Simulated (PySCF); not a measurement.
AlF2HS, SMILES [F][Al]([F])[SH]. Atoms are numbered in the order given.

```xyz
5

Al    -0.0039    -0.4535     0.0000
F     -1.3880    -1.3580     0.0000
F      1.4618    -1.2232     0.0000
S     -0.1155     1.7061     0.0000
H      1.2343     1.8291     0.0000
```

Geometry: B3LYP-D3(BJ)/def2-SVP. Other conformers were not sampled.

Method: KT2/pcSseg-2 in PySCF.

GIAO shieldings, no solvent; atoms listed in one row are averaged. δ = σ(ref) − σ: ¹⁹F against CFCl3 (σ = 125.1 ppm); ³³S against H2S (σ = 720.7 ppm); ¹H against TMS (σ = 31.47 ppm), references at their B3LYP-D3(BJ)/def2-TZVP geometries, non-relativistic.

```json
[
 {"nucleus": "¹⁹F", "atoms": "F3", "count": "1", "δ (ppm)": "-198.9"},
 {"nucleus": "¹⁹F", "atoms": "F2", "count": "1", "δ (ppm)": "-205.3"},
 {"nucleus": "³³S", "atoms": "S4", "count": "1", "δ (ppm)": "-71.8"},
 {"nucleus": "¹H", "atoms": "H5", "count": "1", "δ (ppm)": "0.43"}
]
```
